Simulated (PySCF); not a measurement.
Isomers of C4H9BN2. Computed with PySCF 2.14.0, PBE0-D3(BJ)/def2-SVP geometry optimisation, gas phase. Energies are electronic, without zero-point or thermal terms, for one conformer each. No frequencies were run at this level. Point groups hold within 0.08 Å.

Problem. Rank from lowest to highest electronic energy at this level (kcal/mol).
A. `[CH2:1]=[CH:2][B@H-:3]([C:4]#[N:5])[NH2+:6][CH3:7]` with C1–C2–B3–C4 120°, C2–B3–N6–C7 -179°
B. `[CH2:1]=[CH:2][C@@H:3]1[CH2:4][NH:5][BH:6][NH:7]1` with C1–C2–C3–C4 -123°

Solution. B (0.0), A (36.0).

| SMILES | E (Eh) | E rel (kcal/mol) | dipole (D) | point group | A, B, C (MHz) |
| --- | --- | --- | --- | --- | --- |
| C=C[C@@H]1CNBN1 | -291.69044 | 0.0 | 1.07 | C1 | 6364, 1858, 1578 |
| C=C[B@H-](C#N)[NH2+]C | -291.63312 | 36.0 | 6.73 | C1 | 2988, 2075, 1336 |

Problem. How do the relative energies change in single points at CAM-B3LYP/pcSseg-1 (no added dispersion term) on the same geometries?

Solution. 
```
               SMILES  PBE0-D3(BJ)/def2-SVP (kcal/mol)  CAM-B3LYP/pcSseg-1 (kcal/mol)  shift
      C=C[C@@H]1CNBN1                              0.0                            0.0    0.0
C=C[B@H-](C#N)[NH2+]C                             36.0                           29.0   -7.0
```

Each column counts from its own lowest isomer. The order is unchanged; the largest shift is 7.0 kcal/mol.
